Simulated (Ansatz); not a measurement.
All values below come from frozen-core CCSD(T)/cc-pVTZ // TPSSh-D3(BJ)/def2-TZVP in Ansatz (a first-principles code).

Ansatz 0.2 input:
```yaml
crystal:
  periodic: [false, false, false]
  atoms:
    - { symbol: O, position_ang: [-1.077, 0.943727, -0.83144] }
    - { symbol: C, position_ang: [-1.16532, -0.277961, -0.432264] }
    - { symbol: O, position_ang: [-0.226526, -0.808744, 0.190803] }
    - { symbol: Si, position_ang: [1.370973, -0.151589, 0.690293] }
    - { symbol: H, position_ang: [-1.868342, 1.258699, -1.309012] }
    - { symbol: H, position_ang: [-2.061171, -0.868577, -0.631761] }
    - { symbol: H, position_ang: [1.016884, 0.988302, 1.544984] }
    - { symbol: H, position_ang: [2.003141, 0.208056, -0.584924] }
    - { symbol: H, position_ang: [1.929846, -1.316973, 1.376089] }
basis:
  gaussian: { orbitals: cc-pVTZ }
correlation:
  method: ccsd_t
total_charge: 1
```

Output:

```
Functional definition: HF
1129 factors; integrals over basis functions are off by at most 8.3e-4 eV
mean field evaluation 1: about -13037.2487 eV, gradient 5.4e1 eV
mean field evaluation 2: about -13037.5025 eV, gradient 5.4e1 eV
mean field evaluation 4: about -13042.5723 eV, gradient 3.8e0 eV
mean field evaluation 8: about -13042.6224 eV, gradient 3.1e-1 eV
mean field evaluation 16: about -13037.2486 eV, gradient 5.4e1 eV
mean field -13042.62274714 eV, -479.3075453503 hartree, gradient 1.7e-6 eV, S^2 0.000000; 0 other end points of the search recorded, 0 dependent functions left out
8 core orbitals not correlated
reference -13042.62274714 eV, -479.3075453503 hartree; 12, 12 occupied and 174, 174 virtual orbitals, 1129 factors
second order -19.99464917 eV of doubles, -0.00000000 eV of singles
cycle   1  -20.09107220 eV  change   -9.6e-2 eV  update   1.1e-1
cycle   2  -20.65182023 eV  change   -5.6e-1 eV  update   3.3e-2
cycle   3  -20.79628462 eV  change   -1.4e-1 eV  update   1.9e-2
cycle   4  -20.77239754 eV  change    2.4e-2 eV  update   5.0e-3
cycle   5  -20.77280146 eV  change   -4.0e-4 eV  update   2.2e-3
cycle   6  -20.77358801 eV  change   -7.9e-4 eV  update   5.4e-4
cycle   7  -20.77319245 eV  change    4.0e-4 eV  update   2.0e-4
cycle   8  -20.77313070 eV  change    6.2e-5 eV  update   5.5e-5
cycle   9  -20.77315799 eV  change   -2.7e-5 eV  update   1.9e-5
perturbative correction -0.79165393 eV, -0.0290927453 hartree
Total energy: -13064.18755907 eV, -480.1000375713 hartree
```

Cost: about 2.3 core-minutes (a rough figure).
